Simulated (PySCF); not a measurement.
One of the candidates below gave these computed data.

All candidates are C5H3NS.

| technique | computed result |
| --- | --- |
| UV, first state | lowest singlet excitation: 5.62 eV (221 nm, f = 0.071) [TDDFT CAM-B3LYP/def2-SVPD] |
| Rotational structure | rotational constants A, B, C: 7.195, 1.507, 1.246 GHz [GFN2-xTB] |
| Triplet | lowest triplet excitation (Tamm–Dancoff): 3.65 eV [TDA CAM-B3LYP/def2-SVPD] |
| UV, strongest line | among the 8 lowest singlet transitions: S5 at 6.82 eV (182 nm, f = 0.340) [TDDFT CAM-B3LYP/def2-SVPD] |
| NMR, other nuclei | isotropic shieldings of nuclei other than C and H, by class: -49 (1 N), 262 (1 S) ppm [GIAO PBE0/pcSseg-1] |
| Dipole | 4.29 D [CAM-B3LYP/def2-SVPD] |
| 1H NMR | chemical shifts (computed TMS as zero) by class: 7.78 (1 H), 7.47 (1 H), 7.27 (1 H) ppm [GIAO PBE0/pcSseg-1] |
| 13C NMR | chemical shifts (computed TMS as zero) by class: 145.5 (1 C), 135.6 (1 C), 135.3 (1 C), 119.7 (1 C), 116.5 (1 C) ppm [GIAO PBE0/pcSseg-1] |

The electronic properties come from PySCF, for the isolated species, density fitting. Levels stand in brackets. Geometry: GFN2-xTB; no solvent, vibrations or thermal averaging. Each NMR value is the plain mean over a class of atoms that symmetry, rotation or inversion makes alike.

Question: Which candidate is it?
A. `N#Cc1cccs1`
B. `C#Cc1cnsc1`
C. `N#Cc1ccsc1`

Answer: C. It is `N#Cc1ccsc1`. Numbering: `[N:1]#[C:2][c:3]1[cH:4][cH:5][s:6][cH:7]1`. Its formula, C5H3NS, gives 5 degrees of unsaturation: 1 ring and 4 π bonds in the structure found (Kekulé form). 5 carbons fall into 5 classes; from least to most shielded: aromatic CH next to a ring sulfur [C7] (145.5 ppm), aromatic CH carbon [C4] (135.6 ppm), aromatic CH next to a ring sulfur [C5] (135.3 ppm), nitrile carbon [C2] (119.7 ppm), substituted aromatic carbon [C3] (116.5 ppm). Hydrogen classes from least to most shielded: 1 H on an aromatic CH next to a ring sulfur, C7 (7.78 ppm), 1 H on an aromatic CH carbon, C4 (7.47 ppm), 1 H on an aromatic CH next to a ring sulfur, C5 (7.27 ppm). The other shieldings belong to: -49 ppm, nitrile nitrogen [N1]; 262 ppm, thiophene-type sulfur [S6]. S1 is mainly HOMO→LUMO (weight 0.83); the largest Löwdin shares of the orbital it empties are 0.22 on an aromatic CH next to a ring sulfur, 0.19 on an aromatic CH next to a ring sulfur, 0.19 on the substituted aromatic carbon and 0.12 on the nitrile nitrogen, of the orbital it fills 0.27 on an aromatic CH next to a ring sulfur, 0.22 on the thiophene-type sulfur, 0.15 on the substituted aromatic carbon and 0.11 on an aromatic CH next to a ring sulfur. The optimised geometry has point group Cs and is an asymmetric top.

The others, at the same levels:
- `N#Cc1cccs1` fails: its computed 13C shifts are 143.7 (1 C), 141.6 (1 C), 131.8 (1 C), 120.7 (1 C), 119.1 (1 C) ppm, rotational constant A is 5.372 GHz (against 7.195 GHz) and smallest rotational constant is 1.374 GHz (against 1.246 GHz).
- `C#Cc1cnsc1` fails: its computed 13C shifts are 164.2 (1 C), 163.5 (1 C), 122.9 (1 C), 90.6 (1 C), 79.9 (1 C) ppm, 1H shifts are 8.66 (1 H), 8.60 (1 H), 2.93 (1 H) ppm and rotational constant A is 7.785 GHz (against 7.195 GHz).
